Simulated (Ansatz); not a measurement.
BH3Se2. Charge 0, multiplicity 1. The bonds changed during the relaxation, so this is another structure than the one it started from.

| atom | x (Å) | y (Å) | z (Å) |
| --- | --- | --- | --- |
| B1 | 0.041 | 0.629 | 0.485 |
| Se2 | -0.724 | -1.166 | 1.083 |
| Se3 | 0.711 | -0.990 | -0.741 |
| H4 | 0.971 | 1.034 | 1.110 |
| H5 | -0.690 | 1.337 | -0.137 |
| H6 | -0.308 | -0.844 | -1.800 |

(1) What are the harmonic wavenumbers in cm⁻¹ at PBE0-D4/def2-TZVP (Ansatz, finite differences of forces, unscaled)? (An estimate is asked.)

(2) Is this a minimum?

(3) Give the ideal-gas thermochemistry at 298.15 K and 1 bar (rigid rotor, harmonic oscillator; point group C1, symmetry number 1).

Answers

(1) Computed: 301, 317, 495, 599, 703, 747, 763, 900, 1146, 2387, 2589, 2702.

(2) Yes, all 12 modes are real.

(3) Zero-point energy 81.6 kJ/mol; H(298) − E = 95.7 kJ/mol; entropy 303.0 J/(mol·K), of which translation 173.0, rotation 109.8, vibration 20.3; G(298) − E = 5.3 kJ/mol.
